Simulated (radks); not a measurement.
The selenium anion Se2-, [Kr], held by a Watson sphere: a shell of charge +2.02 at radius R that stands for the Madelung well of a crystal (potential energy -2.02/R inside, -2.02/r outside, in hartree with lengths in bohr). Method: scalar-relativistic Kohn-Sham, r2SCAN, spin-polarised, spherical densities, finite nucleus; meta-GGA in the generalised Kohn-Sham scheme; Fermi nuclear charge, rms radius of each element as measured or else 0.836 A^(1/3) + 0.57 fm; computed with a radial shooting solver on a logarithmic mesh with Libxc functionals.

| R (bohr) | e(3d) (eV) | e(4s) (eV) | e(4p) (eV) | <r> 4p (bohr) | sum of <r^2> (bohr^2) | X-ray form factor at sin(theta)/lambda = 0.1 1/angstrom |
|---|---|---|---|---|---|---|
| 2.16 | -52.912 | -19.393 | -8.495 | 2.254 | 51.69 | 32.772 |
| 2.23 | -52.758 | -19.171 | -8.368 | 2.273 | 52.38 | 32.740 |
| 2.29 | -52.639 | -18.985 | -8.256 | 2.289 | 52.97 | 32.712 |
| 2.31 | -52.602 | -18.923 | -8.219 | 2.295 | 53.17 | 32.703 |
| 2.97 | -51.700 | -17.151 | -6.942 | 2.460 | 59.52 | 32.434 |
| 4.65 | -49.934 | -14.308 | -4.245 | 2.770 | 73.62 | 32.009 |
| 5.18 | -49.468 | -13.726 | -3.626 | 2.844 | 77.67 | 31.933 |
| 5.2 | -49.452 | -13.706 | -3.604 | 2.846 | 77.82 | 31.930 |
